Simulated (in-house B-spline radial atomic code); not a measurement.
Ionising Mn IX (Mn8+) with different functionals

Computed with a radial B-spline atomic code at the basis-set limit: non-relativistic Hamiltonian, point nucleus, spin-polarised at highest spin, spherical fractional occupations for the functionals, the average over the highest-spin determinants for Hartree-Fock. The ionisation energy is the difference of two self-consistent energies, [Ne] 3s2 3p5 → [Ne] 3s2 3p4, without Breit or QED terms; ε is the level of the shell that loses the electron (its least bound occupied spin orbital).

Hybrids are left out here: with spherical fractional occupations of an open shell their exact exchange keeps a self-interaction that integer-occupation calculations don't have.

```csv
method,rung,ΔSCF (eV),-ε(3p) (eV)
Hartree-Fock,Hartree-Fock,219.79,220.71
LDA VWN5,LDA,221.69,208.50
LDA PW92,LDA,221.68,208.49
LDA exchange-only,LDA,?,?
PBE,GGA,221.54,208.45
PBEsol,GGA,221.42,208.32
BLYP,GGA,221.38,208.28
RPBE,GGA,221.49,208.43
PW91,GGA,221.73,208.62
BP86,GGA,221.73,208.60
AM05,GGA,221.44,208.31
OLYP,GGA,?,?
TPSS,meta-GGA,221.67,208.67
SCAN,meta-GGA,221.83,209.12
r2SCAN,meta-GGA,221.73,209.02
M06-L,meta-GGA,221.74,209.22
revTPSS,meta-GGA,221.51,208.53
```

(1) What does LDA exchange-only give?

(2) What does OLYP give?

(3) How do they compare with the NIST value?

Answers

(1) ΔSCF 219.32 eV, and -ε(3p) = 206.25 eV.

(2) ΔSCF 221.82 eV, and -ε(3p) = 208.86 eV.

(3) NIST lists 221.9 eV ± 0.17 (semi-empirical, ground level to ground level). Errors run from -2.57 to -0.06 eV; SCAN is closest (-0.06 eV), though others lie within the uncertainty of it, and part of that can be cancellation, since the calculations leave out relativity, Breit-QED terms, multiplet and fine-structure energies. Hartree-Fock also lacks correlation.
